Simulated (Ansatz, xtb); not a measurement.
# Relative energy of two isomers of C5H5FS2

Structure X: `CSc1sccc1F`, a singlet. Structure Y: `Cc1cc(F)c(S)s1`, a singlet. Both are isolated molecules in the gas phase, relaxed with B3LYP/def2-SVP; the shapes shown needn't be the lowest conformers.

X (Å):

```xyz
13

C    -0.8207    0.7482   -1.3936
C    -0.3975   -0.5381    1.0370
C     0.6046   -2.6341    1.9762
C     1.4308   -1.5503    2.1409
C     0.8480   -0.3686    1.6050
F     1.4738    0.8063    1.6452
S    -1.4355    0.6913    0.3334
S    -0.8674   -2.2203    1.1744
H     0.2318    1.0628   -1.4223
H    -1.4380    1.4969   -1.9119
H    -0.9414   -0.2266   -1.8868
H     0.7862   -3.6602    2.2944
H     2.4089   -1.5739    2.6221
```

Y (Å):

```json
{"atom": "C", "x (Å)": "-1.5936", "y (Å)": "0.3166", "z (Å)": "-0.7286"}
{"atom": "C", "x (Å)": "-0.5001", "y (Å)": "-0.2086", "z (Å)": "0.1506"}
{"atom": "C", "x (Å)": "0.0782", "y (Å)": "-1.4514", "z (Å)": "0.1516"}
{"atom": "C", "x (Å)": "1.0937", "y (Å)": "-1.5795", "z (Å)": "1.1434"}
{"atom": "C", "x (Å)": "1.3043", "y (Å)": "-0.4570", "z (Å)": "1.9029"}
{"atom": "F", "x (Å)": "1.7912", "y (Å)": "-2.7123", "z (Å)": "1.3209"}
{"atom": "S", "x (Å)": "2.4596", "y (Å)": "-0.2148", "z (Å)": "3.2173"}
{"atom": "S", "x (Å)": "0.2181", "y (Å)": "0.8079", "z (Å)": "1.3856"}
{"atom": "H", "x (Å)": "-1.2698", "y (Å)": "1.1961", "z (Å)": "-1.3102"}
{"atom": "H", "x (Å)": "-1.9037", "y (Å)": "-0.4621", "z (Å)": "-1.4408"}
{"atom": "H", "x (Å)": "-2.4826", "y (Å)": "0.6160", "z (Å)": "-0.1481"}
{"atom": "H", "x (Å)": "-0.1982", "y (Å)": "-2.2610", "z (Å)": "-0.5252"}
{"atom": "H", "x (Å)": "2.9604", "y (Å)": "-1.4689", "z (Å)": "3.1346"}
```

Q: Estimate E(Y) − E(X) at the level CCSD(T)/def2-SVP + ΔMP2/def2-TZVPP.

A: Too close to call at this level: CCSD(T)/def2-SVP + ΔMP2/def2-TZVPP gives E(Y) − E(X) = −0.064 eV.

The same difference at several levels:

```json
{"level": "B3LYP/def2-SVP", "geometry": "B3LYP/def2-SVP", "E(Y) − E(X) (eV)": "−0.128", "departure from the last row (eV)": "−0.064", "job, with rough time for the two": "optimisation, 56 s"}
{"level": "HF/def2-SVP", "geometry": "B3LYP/def2-SVP", "E(Y) − E(X) (eV)": "−0.154", "departure from the last row (eV)": "−0.090", "job, with rough time for the two": "part of the CCSD(T) run"}
{"level": "MP2/def2-SVP", "geometry": "B3LYP/def2-SVP", "E(Y) − E(X) (eV)": "−0.173", "departure from the last row (eV)": "−0.108", "job, with rough time for the two": "part of the CCSD(T) run"}
{"level": "CCSD(T)/def2-SVP", "geometry": "B3LYP/def2-SVP", "E(Y) − E(X) (eV)": "−0.183", "departure from the last row (eV)": "−0.119", "job, with rough time for the two": "single point"}
{"level": "CCSD(T)/def2-SVP + ΔMP2/def2-TZVPP", "geometry": "B3LYP/def2-SVP", "E(Y) − E(X) (eV)": "−0.064", "departure from the last row (eV)": "", "job, with rough time for the two": "single point, 91 s"}
```

As drawn, Y has 1 C–C, 1 S–H in place of 1 C–S, 1 C–H.

The largest departure from CCSD(T)/def2-SVP + ΔMP2/def2-TZVPP is that of CCSD(T)/def2-SVP, 0.119 eV. Levels run at GFN2-xTB geometries aren't shown. The last row adds to CCSD(T) the change of the MP2 difference between the two basis sets, here +0.119 eV.

With thermal terms from frequencies at re-optimised GFN2-xTB minima (ideal gas, soft modes damped towards free rotors, one conformer each, 298.15 K, 1 atm): on the last row, ΔE + ΔZPE = −0.121, ΔH = −0.112, ΔG = −0.132 eV.

The correlated steps freeze 16 core orbitals. Programs: Ansatz 0.2.0, xtb 6.7.1; the last row on 4 threads of Arm Neoverse V1 on a shared host.
